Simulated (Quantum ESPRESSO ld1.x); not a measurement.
Question: These are the eigenvalues of the occupied orbitals of an atom or ion with whole-number occupations (eV). Calculated with ld1.x of Quantum ESPRESSO 7.5: scalar-relativistic Kohn-Sham, LDA (Slater exchange, Perdew-Wang correlation), spin-polarised, spherical densities, point nucleus.

1s up: -3170.557
1s down: -3169.861
2s up: -353.523
2s down: -352.772
2p up: -287.843
2p down: -286.942
3s up: -73.165
3s down: -69.780
3p up: -57.307
4s up: -25.337

Which element is it, and in what charge state? The configuration may be excited. Open shells, if any, are filled with parallel spins first.

Answer: Z = 18, argon, charge +3: Ar3+ in [Ne] 3s2 3p2 4s1. The list shows which subshells hold electrons but not how many an open one holds; the 1s level, -116.52 hartree, gives Z - s = 15.3 by -(Z - s)^2/2, which with screening and relativity narrows Z to a few neighbours, and the depths of the outer levels then fix element, charge and occupations together.
